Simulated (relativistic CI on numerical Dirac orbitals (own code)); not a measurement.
# Cu2+ in a cubic cluster: 3s photoemission with charge transfer

Computed with a charge-transfer multiplet model of a cubic metal-ligand cluster with up to one ligand hole, Slater and spin-orbit integrals from Dirac-Coulomb-Breit ions, Slater integrals scaled by 0.8. The ground state mixes d9 with configurations of k ligand holes L, whose averages lie at kΔ + k(k − 1)U_dd/2; a core hole lowers each added d electron by U_cd. 20 K, Lorentzian 1.4 eV and Gaussian 0.8 eV FWHM.

Atomic integrals in eV (Slater integrals scaled, ζ unscaled), ground: F2dd 11.066, F4dd 6.905, zeta_d 0.099; with the core hole: F2dd 11.066, F4dd 6.905, zeta_d 0.112, G2cd 11.226.

Cluster parameters (eV): U_dd = 8.2, U_cd = 10, 10Dq = 1.45, 10Dq(ligand) = 0.4, V(eg) = 1.6, V(t2g) = -0.83, final-state hopping factor = 0.8.

| Case | n_d | d9 | d10L | S |
| --- | --- | --- | --- | --- |
| Δ = 3.3 eV | 9.11 | 0.89 | 0.11 | 0.50 |
| Δ = 4.3 eV | 9.08 | 0.92 | 0.08 | 0.50 |
| Δ = 5.3 eV | 9.06 | 0.94 | 0.06 | 0.50 |
| Δ = 6.3 eV | 9.05 | 0.95 | 0.05 | 0.50 |
| Δ = 8.3 eV | 9.03 | 0.97 | 0.03 | 0.50 |

Weights, n_d and S are thermal averages at 20 K. Binding energies count from the first peak over 30 % of the highest in each spectrum, which can be another peak from case to case. The parameters are a model scan and need not match a compound or its usual spin state. Peaks in eV (height, largest 100):
- Δ = 3.3 eV: 0.0 (54), 5.5 (100), 9.9 (40)
- Δ = 4.3 eV: 0.0 (52), 4.7 (100), 9.0 (41)
- Δ = 5.3 eV: 0.0 (57), 3.9 (100), 8.1 (43)
- Δ = 6.3 eV: 0.0 (74), 3.1 (100), 7.2 (47)
- Δ = 8.3 eV: 0.0 (100), 2.4 (55), 6.0 (40)

Curve for Δ = 3.3 eV (points under 2 left out, the grid thinned):

```tsv
E (eV)	Intensity
-3.8	2.8
-3.4	3.4
-3.0	4.2
-2.6	5.4
-2.2	7.2
-1.8	10.1
-1.4	15.3
-1.0	24.7
-0.5	42.9
-0.1	53.2
0.3	48.5
0.7	34.4
1.1	22.3
1.5	15.5
1.9	12.3
2.3	11.1
2.7	11.4
3.1	12.9
3.5	16.3
3.9	22.7
4.3	34.8
4.7	56.3
5.2	90.7
5.6	99.2
6.0	79.3
6.4	51.7
6.8	32.6
7.2	22.3
7.6	17.1
8.0	15.2
8.4	15.9
8.8	20.0
9.2	28.2
9.6	37.5
10.0	39.0
10.4	30.4
10.8	19.8
11.3	11.3
11.7	7.7
12.1	5.6
12.5	4.4
12.9	3.5
13.3	2.9
13.7	2.4
14.1	2.1
```

For the case Δ = 5.3 eV, Δ = 5.3 eV is smaller than U_dd = 8.2 eV, the charge-transfer side of the Zaanen-Sawatzky-Allen scheme. With the core hole the configuration with one ligand hole lies at Δ − U_cd = -6.7, -5.7, -4.7, -3.7, -1.7 eV from the one without, in the order of the table; where this is negative the screened configuration lies lower.

Without intra-shell correlation the exchange splitting of the 3s hole comes out too large.
